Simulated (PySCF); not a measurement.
How methods differ on the ionisation energy of Tb⁴⁹⁺

Tb⁴⁹⁺ [Ne] 3s2 3p4 (3P) → Tb⁵⁰⁺ [Ne] 3s2 3p3 (4S), as a difference of total energies. All numbers are calculated (PySCF 2.14, scalar relativity by spin-free X2C-1e, in an even-tempered Gaussian basis (18 s from 10 bohr⁻², ratio 2.5; 12 p from 14 bohr⁻², ratio 2.5; 4 d from 58 bohr⁻², ratio 2.7; 4 f from 87 bohr⁻², ratio 2.7)). Correlated levels: outer shells: 1s2 frozen; virtual orbitals above 40 to 60 times the deepest correlated orbital energy dropped. The calculations carry no spin-orbit coupling.

```json
{"method": "UHF", "ionisation energy (eV)": "4402.0"}
{"method": "MP2 (outer shells)", "ionisation energy (eV)": "4403.1"}
{"method": "SCS-MP2 (outer shells)", "ionisation energy (eV)": "4403.1"}
{"method": "CCSD (outer shells)", "ionisation energy (eV)": "4403.1"}
{"method": "CCSD(T) (outer shells)", "ionisation energy (eV)": "4403.1"}
```

Spin-orbit coupling is strong in these open shells (close to jj coupling). The scalar numbers leave it out and a first-order estimate fails, so it can dominate the gap to the real levels.

The ground level that NIST lists for one species does not belong to the high-spin term computed here, so part of any gap is the choice of state.

Breit and QED terms and the two-electron picture change are absent.

For comparison: 4355 ± 4 eV (theoretical estimate listed by NIST; NIST Atomic Spectra Database, ionization energies).
